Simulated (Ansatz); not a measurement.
A geometry relaxed with B3LYP-D3(BJ)/def2-TZVP run with Ansatz (a quantum-chemistry and plane-wave program), charge 0, multiplicity 1:

```xyz
7

O     -1.6930     0.7503     0.4257
H      2.0885    -1.1570    -0.9071
Si    -0.4126    -0.2795     0.3707
H     -2.2109     0.8059     1.2338
Si     1.4591     0.1821    -0.7147
H      1.1390     0.7426    -2.0569
H     -0.3700    -1.0444     1.6486
```

Task: Write the SMILES of this molecule.

Result: `O[SiH]=[SiH2]`
